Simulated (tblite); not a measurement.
Parent: `[CH2:1]=[CH:2][C@@H:3]([CH:4]=[O:5])[CH2:6][SiH3:7]` with C1–C2–C3–C4 111°, C2–C3–C4–O5 120°, C2–C3–C6–Si7 171°, C5H10OSi.

Structures optimised with GFN2-xTB, isolated species. One conformer each, not checked by frequencies here.

| coordinate of the parent | value |
| --- | --- |
| C1=C2 | 1.320 Å |
| C2–C3 | 1.506 Å |
| C3–C4 | 1.507 Å |
| C4=O5 | 1.198 Å |
| C3–C6 | 1.528 Å |
| C6–Si7 | 1.905 Å |
| C1–C2–C3 | 124.6° |
| C2–C3–C4 | 107.2° |
| C2–C3–C6 | 111.2° |
| C4–C3–C6 | 111.7° |
| C3–C4–O5 | 125.7° |
| C3–C6–Si7 | 113.7° |

Task: How does the shared frame change in `[CH2:1]=[CH:2][C@@:3]([CH:4]=[O:5])([CH2:6][SiH3:7])[CH2:8][C:9]#[N:10]` with C1–C2–C3–C4 -90°, C2–C3–C4–O5 -97°, C2–C3–C6–Si7 67°, C2–C3–C8–C9 -174°, C7H11NOSi? Atoms pair as C1 = C1, C2 = C2, C3 = C3, C4 = C4, O5 = O5, C6 = C6, Si7 = Si7 (parent first).

Result: 
```
   parent   relative  value in the relative  change
    C1=C2      C1=C2                1.321 Å  +0.001
    C2–C3      C2–C3                1.512 Å  +0.006
    C3–C4      C3–C4                1.522 Å  +0.015
    C4=O5      C4=O5                1.197 Å  -0.001
    C3–C6      C3–C6                1.529 Å  +0.001
   C6–Si7     C6–Si7                1.909 Å  +0.004
 C1–C2–C3   C1–C2–C3                 126.1°    +1.5
 C2–C3–C4   C2–C3–C4                 101.6°    -5.6
 C2–C3–C6   C2–C3–C6                 114.4°    +3.2
 C4–C3–C6   C4–C3–C6                 109.8°    -1.9
 C3–C4–O5   C3–C4–O5                 125.4°    -0.3
C3–C6–Si7  C3–C6–Si7                 115.1°    +1.4
```

Of the parent's bonds, C3–C4 changes most (+0.015 Å). Bonds of the relative outside the shared frame: C3–C8 1.541, C8–C9 1.439, C9≡N10 1.143 Å. Point group C1 → C1.

These are computed values.
